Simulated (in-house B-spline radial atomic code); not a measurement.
Configurations of the titanium ion Ti⁺, with energies counted from [Ar] 3d2 4s1. Method: scalar-relativistic (X2C) B3LYP, spin-polarised, spherical fractional occupations, Fermi nucleus of rms radius 3.5921 fm. Calculated with a radial B-spline atomic code at the basis-set limit. Shells without spins written out take the highest spin.

Caution: exact exchange at fractional occupations of open shells leaves self-interaction of up to several eV.

Occupations are held fixed; configurations that lie above the ionisation limit could autoionise.

```json
{"configuration": "[Ar] 3d(1 up, 0 down) 4s2", "E - E(ref) (eV)": "2.7623", "highest orbital": "4s down", "its <r> (bohr)": "3.02"}
{"configuration": "[Ar] 3d2 4p1", "E - E(ref) (eV)": "4.3162", "highest orbital": "4p up", "its <r> (bohr)": "3.859"}
{"configuration": "[Ar] 3d1 4s1 4p1", "E - E(ref) (eV)": "6.5631", "highest orbital": "4p up", "its <r> (bohr)": "3.527"}
{"configuration": "[Ar] 3d2 5s1", "E - E(ref) (eV)": "7.8235", "highest orbital": "5s up", "its <r> (bohr)": "6.81"}
{"configuration": "[Ar] 3d(0 up, 1 down) 4s(1 up, 0 down) 5p(0 up, 1 down)", "E - E(ref) (eV)": "12.998", "highest orbital": "5p down", "its <r> (bohr)": "7.733"}
{"configuration": "[Ne] 3s2 3p5 3d2 4s2", "E - E(ref) (eV)": "38.704", "highest orbital": "4s down", "its <r> (bohr)": "3.023"}
{"configuration": "[Ne] 3s2 3p(3 up, 2 down) 3d(1 up, 2 down) 4s(1 up, 0 down)", "E - E(ref) (eV)": "39.054", "highest orbital": "4s up", "its <r> (bohr)": "3.122"}
```

(1) Order these further configurations by energy, lowest first.
A. [Ar] 3d1 4s1 5s1
B. [Ar] 3d(0 up, 2 down) 4s(1 up, 0 down)
C. [Ar] 3d2 5p1
D. [Ar] 3d2 5f1
E. [Ar] 3d(1 up, 1 down) 4f(1 up, 0 down)

(2) How far above the reference does [Ar] 3d1 4s1 5f1 lie?

(3) How far above the reference does [Ne] 3s2 3p5 3d2 4s1 5f1 lie?

## Answers

(1) B (0.45087 eV), C (9.1741 eV), A (11.327 eV), D (11.814 eV), E (12.2 eV).

(2) 15.518 eV; its least bound orbital is 5f up with <r> = 14.44 bohr.

(3) 51.424 eV; its least bound orbital is 5f up with <r> = 14.43 bohr.
